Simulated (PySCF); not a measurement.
# Mn²⁺: interval between two levels

Mn²⁺ [Ar] 3d5 [6S5/2, M_J = 5/2] → Mn²⁺ [Ar] 3d4 4p1 [6F11/2, M_J = 11/2], as a difference of total energies. All numbers are calculated (PySCF 2.14, the two-component X2C-1e Hamiltonian, in x2c-TZVPall-2c (6s7p4d1f, 54 functions)). Correlated levels: [Ne] frozen; the 6 highest virtual spinors dropped. "Screened" scales the spin-orbit matrix elements by Boettger's factors to mimic the two-electron term; Breit and QED terms are absent.

```tsv
method	interval between two levels (cm⁻¹)
GHF (spin-free)	105190
GMP2 (spin-free)	110290
GHF (screened spin-orbit)	105880
GMP2 (screened spin-orbit)	111010
```

The labels give the starting determinants; with spin-orbit coupling the two ends relaxed to ⟨J²⟩ = 8.75, ⟨L²⟩ = 0.00, ⟨S²⟩ = 8.75 and ⟨J²⟩ = 35.75, ⟨L²⟩ = 12.01, ⟨S²⟩ = 8.75.
